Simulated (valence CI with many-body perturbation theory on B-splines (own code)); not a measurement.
# Energy levels of Ta60+

Computed by configuration interaction combined with many-body perturbation theory (CI+MBPT): three valence electrons over a frozen Dirac-Fock core [Ne], radial functions for each j: 11 s, 11 p, 9 d, 7 f, 5 g, 2 h, 1 i, with the one-electron correlation potential Σ1 (screened to all orders), the two-electron term Σ2, the three-electron term Σ3, Breit, model QED; selected single and double excitations, second order for the rest (own B-spline code, finite nucleus).

No measured spectrum was set against this ion. As an estimate, large intervals hold to a few tenths of a per cent, small ones and those within an open d or f shell to about a per cent.

Levels 46 to 68 of 68, with energies above the lowest level, (3s^2 3p1/2) J=1/2. "Leading %" is the weight of the configuration and term that name the level; weights of strongly mixed levels are sums over their largest components and can fall short. In the jj column 3d3/2^4 stands for four electrons in 3d with j = 3/2. Lifetimes count E1, E2, E3, M1 and M2 decay at the calculated energies, and are blank where another channel may lead or the interval is too uncertain; long ones can be off by a factor of two.

| No. | Configuration | Term | J | E (eV) | Leading % | Second component | Lifetime | Leading jj |
| --- | --- | --- | --- | --- | --- | --- | --- | --- |
| 46 | 3p2 3d | 2D | 3/2 | 1236.1 | 35 | 23 % 3p2 3d 2P | 324 fs | 3p1/2 3p3/2 3d3/2 (84 %) |
| 47 | 3p2 3d | 2D | 5/2 | 1237.2 | 30 | 22 % 3p2 3d 4F | 368 fs | 3p1/2 3p3/2 3d3/2 (85 %) |
| 48 | 3p2 3d | 4P | 1/2 | 1240.7 | 32 | 30 % 3p2 3d 2P | 396 fs | 3p1/2 3p3/2 3d3/2 (86 %) |
| 49 | 3s 3d2 | 4F | 3/2 | 1264.8 | 73 | 14 % 3s 3d2 2D | 276 fs | 3s 3d3/2^2 (83 %) |
| 50 | 3s 3d2 | 4F | 5/2 | 1277.9 | 47 | 21 % 3s 3d2 2D | 245 fs | 3s 3d3/2^2 (76 %) |
| 51 | 3p2 3d | 4D | 7/2 | 1282.3 | 48 | 33 % 3p2 3d 4F | 702 fs | 3p1/2 3p3/2 3d5/2 (98 %) |
| 52 | 3p2 3d | 2G | 9/2 | 1290.2 | 59 | 33 % 3p2 3d 4F | 1.26 ps | 3p1/2 3p3/2 3d5/2 (92 %) |
| 53 | 3p2 3d | 2P | 3/2 | 1293.8 | 50 | 22 % 3p2 3d 4P | 691 fs | 3p1/2 3p3/2 3d5/2 (94 %) |
| 54 | 3s 3d2 | 4P | 1/2 | 1297.2 | 61 | 24 % 3s 3d2 2S | 232 fs | 3s 3d3/2^2 (83 %) |
| 55 | 3p2 3d | 2D | 5/2 | 1298.1 | 43 | 22 % 3p2 3d 4D | 682 fs | 3p1/2 3p3/2 3d5/2 (89 %) |
| 56 | 3p2 3d | 2F | 7/2 | 1310.0 | 50 | 18 % 3p2 3d 4F | 985 fs | 3p1/2 3p3/2 3d5/2 (79 %) |
| 57 | 3p2 3d | 4P | 5/2 | 1312.3 | 40 | 24 % 3p2 3d 2F | 572 fs | 3p1/2 3p3/2 3d5/2 (92 %) |
| 58 | 3p2 3d | 2P | 1/2 | 1322.6 | 45 | 36 % 3p2 3d 2S | 906 fs | 3p1/2 3p3/2 3d5/2 (86 %) |
| 59 | 3p2 3d | 2D | 3/2 | 1326.0 | 60 | 13 % 3p2 3d 4D | 572 fs | 3p1/2 3p3/2 3d5/2 (92 %) |
| 60 | 3s 3d2 | 4F | 7/2 | 1339.7 | 82 | 8 % 3p2 3d 2F | 428 fs | 3s 3d3/2 3d5/2 (83 %) |
| 61 | 3s 3d2 | 4F | 5/2 | 1342.4 | 43 | 27 % 3s 3d2 4P | 488 fs | 3s 3d3/2 3d5/2 (95 %) |
| 62 | 3s 3d2 | 4P | 3/2 | 1348.2 | 84 | 9 % 3s 3d2 2D | 510 fs | 3s 3d3/2 3d5/2 (99 %) |
| 63 | 3s 3d2 | 2G | 9/2 | 1355.8 | 54 | 39 % 3s 3d2 4F | 454 fs | 3s 3d3/2 3d5/2 (88 %) |
| 64 | 3s 3d2 | 2F | 5/2 | 1363.7 | 50 | 30 % 3s 3d2 4P | 353 fs | 3s 3d3/2 3d5/2 (84 %) |
| 65 | 3s 3d2 | 2G | 7/2 | 1363.9 | 74 | 21 % 3s 3d2 2F | 543 fs | 3s 3d3/2 3d5/2 (94 %) |
| 66 | 3s 3d2 | 2D | 3/2 | 1368.4 | 36 | 33 % 3s 3d2 2P | 367 fs | 3s 3d3/2 3d5/2 (83 %) |
| 67 | 3p3 | 2P° | 3/2 | 1377.2 | 51 | 28 % 3p3 2D° | 196 fs | 3p3/2^3 (98 %) |
| 68 | 3s 3d2 | 2P | 1/2 | 1378.3 | 57 | 22 % 3s 3d2 4P | 307 fs | 3s 3d3/2 3d5/2 (79 %) |
